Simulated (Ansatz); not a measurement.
Abridged output of a molecular run in Ansatz:

```
Functional definition: HF
1749 factors; integrals over basis functions are off by at most 1.3e-3 eV
mean field evaluation 1: about -18685.1181 eV, gradient 5.0e1 eV
mean field evaluation 2: about -18685.3376 eV, gradient 5.0e1 eV
mean field evaluation 4: about -18690.8138 eV, gradient 4.9e0 eV
mean field evaluation 8: about -18690.9053 eV, gradient 2.5e-1 eV
mean field evaluation 16: about -18690.9056 eV, gradient 1.0e-6 eV
mean field -18690.90555841 eV, -686.8781101207 hartree, gradient 1.0e-6 eV, S^2 0.000000; 0 other end points of the search recorded, 0 dependent functions left out
13 core orbitals not correlated: weight in the atoms' cores, before any rotation towards them, 1.000 or more for the frozen orbitals, at most 0.000 for the correlated occupied ones
reference -18690.90555841 eV, -686.8781101207 hartree; 15, 15 occupied and 275, 275 virtual orbitals, 1749 factors
second order -21.62046103 eV of doubles, -0.00000000 eV of singles
cycle   1  -22.45921018 eV  change   -8.4e-1 eV  update   1.0e-1
cycle   2  -23.04280400 eV  change   -5.8e-1 eV  update   3.1e-2
cycle   3  -23.16614656 eV  change   -1.2e-1 eV  update   1.5e-2
cycle   4  -23.15732416 eV  change    8.8e-3 eV  update   3.4e-3
cycle   5  -23.15682200 eV  change    5.0e-4 eV  update   1.5e-3
cycle   6  -23.15707267 eV  change   -2.5e-4 eV  update   4.0e-4
cycle   7  -23.15687109 eV  change    2.0e-4 eV  update   1.7e-4
cycle   8  -23.15685462 eV  change    1.6e-5 eV  update   4.9e-5
cycle   9  -23.15686818 eV  change   -1.4e-5 eV  update   1.7e-5
perturbative correction -0.81019774 eV, -0.0297742177 hartree
Total energy: -18714.87262432 eV, -687.7588835476 hartree
```

Its atoms:

```xyz
14

C     0.3323   -0.3840    1.8235
C    -0.9386    0.4087    1.5204
Al   -1.2708    0.8180   -0.3579
O    -0.1800    0.2758   -1.5284
Si    1.0386   -0.3933   -2.3623
H     0.4509   -0.5777    2.8937
H     1.2281    0.1456    1.4892
H     0.3354   -1.3522    1.3164
H    -0.9386    1.3589    2.0717
H    -1.8211   -0.1220    1.9034
H    -2.5189    1.6418   -0.8778
H     1.9062   -1.2121   -1.4703
H     1.8736    0.6673   -2.9876
H     0.5029   -1.2749   -3.4340
```

Task: Which basis set was used?
A. def2-TZVPPD
B. def2-TZVPP
C. def2-QZVPP
D. cc-pV(Q+d)Z

Result: B. It gives 303 functions.

Task: Write the keys of the input that set method, charge and spin (a neutral closed shell needs none for the last two).

Result: 
```yaml
correlation: {method: ccsd_t}
```
